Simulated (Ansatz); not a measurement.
The cluster Be₂Te₂. The state is a singlet with charge 0. Geometry PBE0-D4/def2-TZVP.

```xyz
4

Be   -0.255   -0.157    0.738
Be    0.477    0.564   -2.330
Te    1.607   -0.161   -0.590
Te   -1.829   -0.245    2.182
```

In the def2 sets Te takes a core potential; there is no spin–orbit coupling. The restricted singlet is unstable towards broken spin symmetry in Hartree–Fock (as tested in another run); at PBE-D4/def2-TZVP, r2SCAN-D4/def2-TZVP, PBE0-D4/def2-TZVP, r2SCAN0-D4/def2-TZVP and others this wasn't settled. At PBE-D4/def2-TZVP, r2SCAN-D4/def2-TZVP an occupied level lies above an empty one. Another isomer (singlet) lies 3.16 eV lower at PBE0-D4/def2-TZVP; other spin states weren't run for this one.

**Question.** Estimate the orbital energies around the gap (eV) in Ansatz with PBE-D4/def2-TZVP, r2SCAN-D4/def2-TZVP, PBE0-D4/def2-TZVP, r2SCAN0-D4/def2-TZVP, CAM-B3LYP-D4/def2-TZVP.

**Answer.** 
| orbital | PBE-D4/def2-TZVP | r2SCAN-D4/def2-TZVP | PBE0-D4/def2-TZVP | r2SCAN0-D4/def2-TZVP | CAM-B3LYP-D4/def2-TZVP |
| --- | --- | --- | --- | --- | --- |
| HOMO−9 | -39.57 | -40.40 | -42.55 | -43.13 | -43.47 |
| HOMO−8 | -39.56 | -40.39 | -42.53 | -43.12 | -43.46 |
| HOMO−7 | -16.07 | -16.71 | -17.99 | -18.42 | -19.85 |
| HOMO−6 | -14.29 | -14.72 | -15.79 | -16.07 | -17.15 |
| HOMO−5 | -8.67 | -9.07 | -9.92 | -10.16 | -11.28 |
| HOMO−4 | -8.06 | -8.38 | -9.19 | -9.40 | -10.45 |
| HOMO−3 | -6.60 | -6.90 | -7.67 | -7.87 | -8.93 |
| HOMO−2 | -6.50 | -6.71 | -7.38 | -7.49 | -8.30 |
| HOMO−1 | -5.31 | -5.42 | -5.77 | -5.84 | -6.57 |
| HOMO | -4.97 | -5.11 | -5.73 | -5.80 | -6.38 |
| LUMO | -5.18 | -5.28 | -4.90 | -4.96 | -4.33 |
| LUMO+1 | -3.02 | -2.86 | -2.44 | -2.38 | -1.61 |
| LUMO+2 | -2.59 | -2.43 | -2.04 | -1.97 | -1.26 |
| LUMO+3 | -1.15 | -0.79 | -0.41 | -0.20 | 0.44 |
| LUMO+4 | -0.99 | -0.66 | -0.19 | 0.00 | 0.93 |
| LUMO+5 | -0.56 | -0.07 | 0.13 | 0.41 | 0.94 |
